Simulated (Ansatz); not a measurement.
**How basis sets differ on BH2TeO2 (SMILES OB(O)[Te])**

BH2TeO2 has 6 atoms, charge 0, and is taken as a doublet. SMILES: `OB(O)[Te]`. Geometry: relaxed at PBE0-D4/def2-TZVP. This is one conformer, not always the lowest.

| atom | x (Å) | y (Å) | z (Å) |
| --- | --- | --- | --- |
| O | 0.1228 | 1.1498 | 0.0182 |
| B | -0.0543 | -0.1965 | -0.0813 |
| O | 0.4594 | -1.0136 | 0.8670 |
| Te | -1.1441 | -1.1459 | -1.7182 |
| H | -0.2671 | 1.6683 | -0.6872 |
| H | 0.9253 | -0.5262 | 1.5554 |

Quantity: the dipole moment, in D. The values are calculated.

| level | kind | program | value (D) | CPU time |
| --- | --- | --- | --- | --- |
| UHF/STO-3G | Hartree–Fock | Ansatz | 2.41 | 2.9 s |
| UHF/3-21G | Hartree–Fock | Ansatz | 2.42 | 8 s |
| UHF/def2-SVP (core potential) | Hartree–Fock | Ansatz | 2.06 | 9.1 s |
| UHF/def2-SVPD (core potential) | Hartree–Fock | Ansatz | 1.80 | 21 s |

All-electron rows without a relativistic Hamiltonian named are non-relativistic, while core potentials hold scalar relativity, so basis and relativity change together. The values span 1.80 to 2.42 D. Sets without polarisation functions give poor dipoles. Times are those of the runs behind each value, whatever else they computed, on shared processors of several kinds: orders of magnitude only.
